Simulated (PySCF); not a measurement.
**Curvature of the energy in the electron number along the third row, charge +2**

Calculated with PySCF 2.14, in def2-SVP, non-relativistic: one orbital is emptied in steps, and each cell gives the departure of E from the straight line at half an electron, in eV (from a cubic fit). The exact functional gives zero.

```
species   orbital    LDA    PBE  r2SCAN   PBE0  BHandHLYP  LC-wPBE   UHF
   Mg²⁺   2p beta  -3.93  -3.80   -3.44  -2.79      -1.79    -2.37  0.28
   Al²⁺  3s alpha  -0.97  -1.04   -0.82  -0.77      -0.58    -0.11  0.00
   Si²⁺   3s beta  -1.21  -1.22   -1.00  -0.90      -0.68    -0.20  0.03
    P²⁺  3p alpha  -1.35  -1.32   -1.21  -0.97      -0.64    -0.25  0.08
   Cl²⁺  3p alpha  -1.64  -1.60   -1.45  -1.15      -0.73    -0.42  0.18
   Ar²⁺   3p beta  -1.66  -1.61   -1.46  -1.15      -0.74    -0.41  0.23
```

Question: Estimate the missing row, S²⁺.

Answer: The calculation gives LDA -1.49; PBE -1.45; r2SCAN -1.34; PBE0 -1.06; BHandHLYP -0.68; LC-wPBE -0.33; UHF 0.13.

Question: How does the mean departure depend on the functional?

Answer: LDA -1.75 eV; PBE -1.72 eV; r2SCAN -1.53 eV; PBE0 -1.26 eV; BHandHLYP -0.83 eV; LC-wPBE -0.58 eV; UHF 0.13 eV. Semilocal functionals are convex (delocalisation error), Hartree-Fock is concave or straight, and exact exchange removes curvature roughly in proportion to its share, so among the functionals the range-separated hybrids usually come closest to zero.
